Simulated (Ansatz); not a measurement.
CH$_{5}$F$_{2}$NOSi, SMILES `CO[Si](N)(F)F`, one more setting.

```yaml
crystal:
  periodic: [false, false, false]
  atoms:
    - {symbol: C, position_ang: [0.018659, -0.659151, 1.808427]}
    - {symbol: O, position_ang: [0.230569, -0.683547, 0.411367]}
    - {symbol: Si, position_ang: [-0.318246, 0.389853, -0.656946]}
    - {symbol: N, position_ang: [0.573157, 0.250519, -2.067831]}
    - {symbol: F, position_ang: [-0.282362, 1.822051, 0.035996]}
    - {symbol: F, position_ang: [-1.847885, 0.189798, -1.021064]}
    - {symbol: H, position_ang: [0.781194, -1.282747, 2.276600]}
    - {symbol: H, position_ang: [-0.966399, -1.065195, 2.054129]}
    - {symbol: H, position_ang: [0.095605, 0.355481, 2.208650]}
    - {symbol: H, position_ang: [1.564901, 0.092983, -2.065763]}
    - {symbol: H, position_ang: [0.216208, 0.532957, -2.963063]}
basis:
  gaussian: {orbitals: aug-pcseg-2}
hamiltonian: {xc: {name: wPBEh}}
```

```sh
$ ansatz run in.yaml --threads 4 --pin off --events-out ev --progress --plain --max-ram 10444MiB
```

It prints (some lines left out):

```
Functional definition: wPBEh
1626 factors; their error is unknown
181 factors; integrals over basis functions are off by at most 1.2e-6 eV
mean field evaluation 1: about -17952.3057 eV, gradient 8.8e1 eV
mean field evaluation 2: about -17938.6282 eV, gradient 1.2e2 eV
mean field evaluation 4: about -17965.3302 eV, gradient 7.3e0 eV
mean field evaluation 8: about -17965.4586 eV, gradient 3.8e-1 eV
mean field evaluation 16: about -17965.4588 eV, gradient 4.4e-5 eV
mean field -17965.45879121 eV, -660.2184331517 hartree, gradient 4.4e-5 eV, S^2 0.000000; 0 other end points of the search recorded, 0 dependent functions left out
reference -17965.45886483 eV, -660.2184358572 hartree; 29, 29 occupied and 366, 366 virtual orbitals, 1626 factors
Total energy: -17965.45886483 eV, -660.2184358572 hartree
```

It took 8 s on 4 threads of an Arm Neoverse V1 on a shared host, with 1.2 GiB of host memory at the peak.
